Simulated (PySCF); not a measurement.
C₂H (SMILES [C]#C), doublet (typed; the unrestricted solution is spin-contaminated), geometry from GFN2-xTB; DF-CCSD(T)/6-31G (PySCF).

PySCF was given this input:
```python
from pyscf import gto, scf, cc

mol = gto.Mole()
mol.atom = '''
    C    -0.00000000   -0.00000000   -0.46866096
    C     0.00000000    0.00000000    0.72327087
    H    -0.00000000   -0.00000000   -1.52765945
'''
mol.basis = '6-31g'
mol.spin = 1
mol.verbose = 4
mol.build()

mf = scf.UHF(mol)
mf = mf.density_fit(auxbasis='def2-universal-jkfit')
mf.kernel()

mycc = cc.CCSD(mf)
mycc.kernel()
et = mycc.ccsd_t()
print('E(CCSD(T)) = %.10f' % (mycc.e_tot + et))
```

**Question.** Write the output that PySCF gives for this input, abridged.

**Answer.** 
```
PySCF version 2.14.0

[INPUT] verbose = 4
[INPUT] num. atoms = 3
[INPUT] num. electrons = 13
[INPUT] charge = 0
[INPUT] spin (= nelec alpha-beta = 2S) = 1
[INPUT] symmetry False subgroup None
[INPUT] Mole.unit = angstrom
[INPUT] Symbol           X                Y                Z      unit          X                Y                Z       unit  Magmom
[INPUT]  1 C      0.000000000000   0.000000000000  -0.468660960000 AA    0.000000000000   0.000000000000  -0.885640859676 Bohr   0.0
[INPUT]  2 C      0.000000000000   0.000000000000   0.723270870000 AA    0.000000000000   0.000000000000   1.366783858176 Bohr   0.0
[INPUT]  3 H      0.000000000000   0.000000000000  -1.527659450000 AA    0.000000000000   0.000000000000  -2.886857972104 Bohr   0.0

nuclear repulsion = 20.3915075636947
number of shells = 12
number of NR pGTOs = 48
number of NR cGTOs = 20
basis = 6-31g
ecp = {}

******** <class 'pyscf.df.df_jk.DFUHF'> ********
method = DFUHF
initial guess = minao
damping factor = 0
level_shift factor = 0
DIIS = <class 'pyscf.scf.diis.CDIIS'>
diis_start_cycle = 1
diis_space = 8
diis_damp = 0
SCF conv_tol = 1e-09
SCF conv_tol_grad = None
SCF max_cycles = 50
direct_scf = False
number electrons alpha = 7  beta = 6
Set gradient conv threshold to 3.16228e-05
******** <class 'pyscf.df.df.DF'> ********
auxbasis = def2-universal-jkfit
init E= -76.3117375441949

cycle= 1 E= -76.0631894586407  delta_E= 0.249  |g|= 0.186  |ddm|= 1.23
cycle= 2 E= -76.1012922667616  delta_E= -0.0381  |g|= 0.0778  |ddm|= 0.402
cycle= 3 E= -76.1095399666284  delta_E= -0.00825  |g|= 0.0488  |ddm|= 0.151
cycle= 4 E= -76.1132657507274  delta_E= -0.00373  |g|= 0.0329  |ddm|= 0.0821
cycle= 5 E= -76.1157279151365  delta_E= -0.00246  |g|= 0.0266  |ddm|= 0.0544
cycle= 6 E= -76.119247737894  delta_E= -0.00352  |g|= 0.023  |ddm|= 0.0922
cycle= 7 E= -76.1254327736656  delta_E= -0.00619  |g|= 0.00952  |ddm|= 0.245
cycle= 8 E= -76.1259826410844  delta_E= -0.00055  |g|= 0.00259  |ddm|= 0.0704
cycle= 9 E= -76.1260001234446  delta_E= -1.75e-05  |g|= 0.0013  |ddm|= 0.0238
cycle= 10 E= -76.1259978762794  delta_E= 2.25e-06  |g|= 0.00119  |ddm|= 0.0197
cycle= 11 E= -76.1260070072435  delta_E= -9.13e-06  |g|= 0.00029  |ddm|= 0.0138
cycle= 12 E= -76.1260075085778  delta_E= -5.01e-07  |g|= 0.000107  |ddm|= 0.00374
cycle= 13 E= -76.1260075850446  delta_E= -7.65e-08  |g|= 1.66e-05  |ddm|= 0.000831
cycle= 14 E= -76.1260075869429  delta_E= -1.9e-09  |g|= 2.54e-06  |ddm|= 0.00018
cycle= 15 E= -76.1260075869819  delta_E= -3.91e-11  |g|= 1.97e-07  |ddm|= 2.37e-05
Extra cycle  E= -76.1260075869821  delta_E= -1.71e-13  |g|= 1.56e-07  |ddm|= 3.92e-07
converged SCF energy = -76.1260075869821  <S^2> = 1.1744201  2S+1 = 2.3869814

******** <class 'pyscf.cc.dfuccsd.UCCSD'> ********
CC2 = 0
CCSD nocc = (np.int64(7), np.int64(6)), nmo = (20, 20)
max_cycle = 50
direct = 0
conv_tol = 1e-07
conv_tol_normt = 1e-06
diis_space = 6
diis_start_cycle = 0
diis_start_energy_diff = 1e+09
Init t2, MP2 energy = -0.13165179474366
Init E_corr(UCCSD) = -0.131651794743692
cycle = 1  E_corr(UCCSD) = -0.141552327158233  dE = -0.00990053241  norm(t1,t2) = 0.0903359
cycle = 2  E_corr(UCCSD) = -0.150077239008889  dE = -0.00852491185  norm(t1,t2) = 0.057154
cycle = 3  E_corr(UCCSD) = -0.166713281889063  dE = -0.0166360429  norm(t1,t2) = 0.0434468
cycle = 4  E_corr(UCCSD) = -0.167580790303813  dE = -0.000867508415  norm(t1,t2) = 0.0122074
cycle = 5  E_corr(UCCSD) = -0.167907500562258  dE = -0.000326710258  norm(t1,t2) = 0.00649255
cycle = 6  E_corr(UCCSD) = -0.168345290102476  dE = -0.00043778954  norm(t1,t2) = 0.00357273
cycle = 7  E_corr(UCCSD) = -0.168368675916757  dE = -2.33858143e-05  norm(t1,t2) = 0.00137457
cycle = 8  E_corr(UCCSD) = -0.168441296544093  dE = -7.26206273e-05  norm(t1,t2) = 0.000516145
cycle = 9  E_corr(UCCSD) = -0.168463125164744  dE = -2.18286207e-05  norm(t1,t2) = 0.000159095
cycle = 10  E_corr(UCCSD) = -0.168466955263916  dE = -3.83009917e-06  norm(t1,t2) = 4.24528e-05
cycle = 11  E_corr(UCCSD) = -0.168465818818985  dE = 1.13644493e-06  norm(t1,t2) = 1.68108e-05
cycle = 12  E_corr(UCCSD) = -0.168464333915349  dE = 1.48490364e-06  norm(t1,t2) = 6.81299e-06
cycle = 13  E_corr(UCCSD) = -0.168463729624534  dE = 6.04290815e-07  norm(t1,t2) = 2.829e-06
cycle = 14  E_corr(UCCSD) = -0.168463573342785  dE = 1.56281748e-07  norm(t1,t2) = 1.23874e-06
cycle = 15  E_corr(UCCSD) = -0.168463515233603  dE = 5.81091823e-08  norm(t1,t2) = 7.87277e-07
UCCSD converged
E(UCCSD) = -76.29447110221571  E_corr = -0.1684635152336032
UCCSD(T) correction = -0.00497524917923023
E(CCSD(T)) = -76.2994463514
```
